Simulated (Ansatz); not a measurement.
CH5ISSi, SMILES `CS[SiH2]I`, relaxed with RKS PBE0-D4/def2-TZVP in the Gaussian-basis code of Ansatz from a PBE-D4/def2-SVP geometry. The force threshold is 0.005 eV/Å; the program also tests the step.

Charge 0, multiplicity 1. I takes the def2 core potential.

Start:

```xyz
9

C    -1.442   -0.610   -0.033
S     0.166   -1.169   -0.726
Si    1.391    0.509   -0.221
I     1.705    0.781    2.227
H    -2.164   -1.423   -0.238
H    -1.792    0.318   -0.525
H    -1.370   -0.457    1.062
H     2.724    0.253   -0.854
H     0.781    1.798   -0.692
```

(1) By how much does the energy fall, and how many steps does the optimiser take? (Best estimate.)

(2) Which bonds change most? (Estimate.)

(3) Give the relaxed structure. (Estimate.)

Results:

(1) Computed: 0.04 eV, in 6 steps.

(2) Ansatz gave: Si3–I4 from 2.484 to 2.451 Å; S2–Si3 from 2.138 to 2.109 Å; C1–S2 from 1.837 to 1.815 Å; Si3–H9 from 1.502 to 1.483 Å.

(3) Ansatz gave: 
```xyz
9

C    -1.417   -0.606   -0.017
S     0.155   -1.142   -0.751
Si    1.372    0.503   -0.240
I     1.605    0.785    2.184
H    -2.146   -1.384   -0.243
H    -1.752    0.335   -0.451
H    -1.321   -0.508    1.064
H     2.708    0.240   -0.818
H     0.797    1.778   -0.730
```
